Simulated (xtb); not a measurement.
C4H11In, triplet, from a rough starting geometry (GFN-xTB shapes and energies of metal compounds can be far from the true ones) (a higher spin typed on purpose: for a closed-shell molecule this is an excited state); xtb with GFN2-xTB.

The xtb input:
```
$ xtb mol.xyz --gfn 2 --uhf 2 --opt vtight --json

# file mol.xyz
16

In     0.04268019     0.52177794     0.41416078
C      1.54707779     1.73975569    -0.78300394
H      2.53850801     1.31415034    -0.61568028
H      1.62796910     2.72252452    -0.38546384
H      1.35898455     1.76968387    -1.83749485
C     -1.42232176     1.61366748     1.72223698
H     -2.25902807     0.96015265     1.99661669
H     -1.89158284     2.46922235     1.18099282
H     -0.99559261     1.97727398     2.61466011
C     -0.02674804    -1.74170814     0.21708525
C     -0.07484763    -2.11521122    -1.23068625
H     -0.91626794    -2.12888170     0.79294918
H      0.84592739    -2.13927525     0.70244525
H      0.76890631    -1.80109438    -1.81673399
H     -1.05225024    -1.83034537    -1.70304366
H     -0.07474916    -3.23179840    -1.31555274
```

**Question.** Predict the main parts of the log of this xtb run.

**Answer.** 
```
   ID    Z sym.   atoms
    1   49 In     1
    2    6 C      2, 6, 10, 11
    3    1 H      3-5, 7-9, 12-16

           -------------------------------------------------
          |                Calculation Setup                |
           -------------------------------------------------

           -------------------------------------------------
          |                 G F N 2 - x T B                 |
           -------------------------------------------------

          ...................................................
          :                      SETUP                      :
          :.................................................:
          :  # basis functions                  37          :
          :  # atomic orbitals                  36          :
          :  # shells                           22          :
          :  # electrons                        30          :
          :  max. iterations                   250          :
          :  Hamiltonian                  GFN2-xTB          :
          :  restarted?                      false          :
          :  GBSA solvation                  false          :
          :  PC potential                    false          :
          :  electronic temp.          300.0000000     K    :
          :  accuracy                    1.0000000          :
          :  -> integral cutoff          0.2500000E+02      :
          :  -> integral neglect         0.1000000E-07      :
          :  -> SCF convergence          0.1000000E-05 Eh   :
          :  -> wf. convergence          0.1000000E-03 e    :
          :  Broyden damping             0.4000000          :
          :  net charge                          0          :
          :  unpaired electrons                  2          :
          ...................................................

 iter      E             dE          RMSdq      gap      omega  full diag
   1    -15.3056184 -0.153056E+02  0.605E+00    1.72       0.0  T
   2    -15.2903523  0.152660E-01  0.301E+00    2.44       1.0  T
   3    -15.3129307 -0.225784E-01  0.316E+00    2.29       1.0  T
   4    -15.3625597 -0.496290E-01  0.157E+00    2.41       1.0  T
   5    -15.3857492 -0.231895E-01  0.120E+00    2.41       1.0  T
   6    -15.3527764  0.329728E-01  0.148E+00    2.38       1.0  T
   7    -15.3828948 -0.301184E-01  0.694E-01    2.38       1.0  T
   8    -15.3796898  0.320498E-02  0.988E-01    2.39       1.0  T
   9    -15.3858889 -0.619914E-02  0.506E-01    2.39       1.0  T
  10    -15.3884893 -0.260036E-02  0.563E-02    2.39       1.0  T
  11    -15.3883904  0.988469E-04  0.126E-01    2.39       1.0  T
  12    -15.3884940 -0.103526E-03  0.761E-02    2.39       1.0  T
  13    -15.3885410 -0.470299E-04  0.660E-03    2.39       3.8  T
  14    -15.3885415 -0.490115E-06  0.341E-03    2.39       7.3  T
  15    -15.3885415 -0.230967E-07  0.343E-03    2.39       7.3  T
  16    -15.3885416 -0.920602E-07  0.139E-03    2.39      18.0  T
  17    -15.3885416 -0.164570E-07  0.319E-05    2.39     783.8  T
  18    -15.3885416  0.176872E-09  0.131E-04    2.39     190.3  T

   *** convergence criteria satisfied after 18 iterations ***

 transition dipole moment (au) for excitation:          15          16
     X       Y       Z
  -0.0792  -1.9867  -0.2279  total (au/Debye):    2.001   5.087
 dE (eV)             :    3.584
 oscillator strength :  0.49731E+00

         :::::::::::::::::::::::::::::::::::::::::::::::::::::
         ::                     SUMMARY                     ::
         :::::::::::::::::::::::::::::::::::::::::::::::::::::
         :: total energy             -15.176693694323 Eh    ::
         :: gradient norm              0.109012856518 Eh/a0 ::
         :: HOMO-LUMO gap              2.391243211532 eV    ::
         ::.................................................::
         :: SCC energy               -15.388501679914 Eh    ::
         :: -> isotropic ES            0.010649026402 Eh    ::
[...]
 * total energy  :   -15.2333621 Eh     change       -0.1452121E-05 Eh
 * total energy  :   -15.2333632 Eh     change       -0.1107706E-05 Eh
 * total energy  :   -15.2333643 Eh     change       -0.1155545E-05 Eh
 * total energy  :   -15.2333650 Eh     change       -0.6872764E-06 Eh
 * total energy  :   -15.2333657 Eh     change       -0.6561979E-06 Eh
 * total energy  :   -15.2333661 Eh     change       -0.4283337E-06 Eh
 * total energy  :   -15.2333665 Eh     change       -0.3877749E-06 Eh
 * total energy  :   -15.2333668 Eh     change       -0.3369825E-06 Eh
 * total energy  :   -15.2333670 Eh     change       -0.1810031E-06 Eh
 * total energy  :   -15.2333671 Eh     change       -0.1083427E-06 Eh
 * total energy  :   -15.2333672 Eh     change       -0.1216231E-06 Eh
 * total energy  :   -15.2333673 Eh     change       -0.7844033E-07 Eh
   *** GEOMETRY OPTIMIZATION CONVERGED AFTER 92 ITERATIONS ***
         :: total energy             -15.233367306081 Eh    ::
[...]
        26                          0.1924960               5.2381
        27                          0.2166407               5.8951
       ...                                ...                  ...
        36                          0.6684329              18.1890
      -------------------------------------------------------------
                  HL-Gap            0.1859017 Eh            5.0586 eV
             Fermi-level           -0.2721866 Eh           -7.4066 eV

     #   Z          covCN         q      C6AA      α(0)
     1  49 In       2.012     0.146   365.746    42.197
     2   6 C        3.508    -0.180    25.768     7.512
     3   1 H        0.925     0.038     2.482     2.464
     4   1 H        0.925     0.028     2.617     2.530
     5   1 H        0.925     0.031     2.571     2.508
     6   6 C        3.557    -0.194    25.399     7.355
     7   1 H        0.925     0.024     2.673     2.557
     8   1 H        0.925     0.021     2.717     2.578
     9   1 H        0.925     0.026     2.647     2.544
    10   6 C        3.322    -0.099    28.109     8.434
    11   6 C        3.753    -0.098    22.427     6.753
    12   1 H        0.925     0.037     2.485     2.465
    13   1 H        0.926     0.049     2.329     2.386
    14   1 H        0.925     0.056     2.247     2.344
    15   1 H        0.924     0.059     2.214     2.327
    16   1 H        0.924     0.056     2.243     2.342

 Mol. C6AA /au·bohr⁶  :       3135.677629
 Mol. C8AA /au·bohr⁸  :     157309.032755
 Mol. α(0) /au        :         99.294821

Wiberg/Mayer (AO) data.
largest (>0.10) Wiberg bond orders for each atom

 ---------------------------------------------------------------------------
     #   Z sym  total        # sym  WBO       # sym  WBO       # sym  WBO
 ---------------------------------------------------------------------------
     1  49 In   1.938 --     6 C    0.704     2 C    0.582    10 C    0.336
     2   6 C    3.744 --     3 H    0.963     5 H    0.960     4 H    0.959
                             1 In   0.582     6 C    0.171
     3   1 H    0.998 --     2 C    0.963
     4   1 H    0.999 --     2 C    0.959
     5   1 H    0.999 --     2 C    0.960
     6   6 C    3.806 --     9 H    0.957     7 H    0.956     8 H    0.956
                             1 In   0.704     2 C    0.171
     7   1 H    0.999 --     6 C    0.956
     8   1 H    1.000 --     6 C    0.956
     9   1 H    0.999 --     6 C    0.957
    10   6 C    3.543 --    11 C    1.093    13 H    0.965    12 H    0.959
                             1 In   0.336
    11   6 C    3.997 --    10 C    1.093    14 H    0.974    15 H    0.962
                            16 H    0.933
    12   1 H    0.999 --    10 C    0.959
    13   1 H    0.997 --    10 C    0.965
    14   1 H    0.997 --    11 C    0.974
    15   1 H    0.996 --    11 C    0.962
    16   1 H    0.994 --    11 C    0.933
 ---------------------------------------------------------------------------

Topologies differ in total number of bonds
Writing topology from bond orders to xtbtopo.mol

molecular dipole:
                 x           y           z       tot (Debye)
 q only:        0.194      -0.517      -0.045
   full:        0.088      -0.485      -0.161       1.319
molecular quadrupole (traceless):
                xx          xy          yy          xz          yz          zz
 q only:       -1.401       0.993       0.317       2.548       0.726       1.085
  q+dip:       -0.594       0.607       0.386       0.793       0.413       0.208
   full:       -2.007       1.175       2.030       2.075       0.070      -0.023

optimized geometry written to: xtbopt.xyz

           -------------------------------------------------
          | TOTAL ENERGY              -15.233367306081 Eh   |
          | GRADIENT NORM               0.000069578967 Eh/α |
          | HOMO-LUMO GAP               5.058641967344 eV   |
           -------------------------------------------------

normal termination of xtb
```
